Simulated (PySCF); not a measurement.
A run for PySCF: R-BP86/6-31G* on C2H6OSi (SMILES CO[Si]C), a point of a torsion scan.

```python
from pyscf import gto, scf, dft, mp
from pyscf.data.elements import chemcore

mol = gto.M(
    atom='''
    C     1.87802355   -0.29342588    0.00909533
    O     1.31048628    0.21843590   -1.14550674
    Si    1.06466962   -0.50773596   -2.60510402
    C     0.27352133    1.01552631   -3.44724729
    H     2.75643465    0.30138327    0.27488282
    H     2.18268916   -1.33664111   -0.11605307
    H     1.15308433   -0.23276483    0.82564274
    H     0.12349014    1.84941480   -2.76147595
    H    -0.69072555    0.75371703   -3.88009538
    H     0.89802693    1.36277490   -4.26921806
    ''',
    basis='6-31g*',
    cart=True,
    charge=0, spin=0, verbose=3, max_memory=1800)
mf = dft.RKS(mol, xc='b88,p86')
mf.conv_tol = 1e-8
mf.max_cycle = 100
mf.kernel()
if not mf.converged:
    mf = mf.newton().run(mf.mo_coeff, mf.mo_occ)
```

The log:

```
converged SCF energy = -444.530299920555
```

Self-consistency was reached.

Cost: about 14 core-seconds (a rough figure).
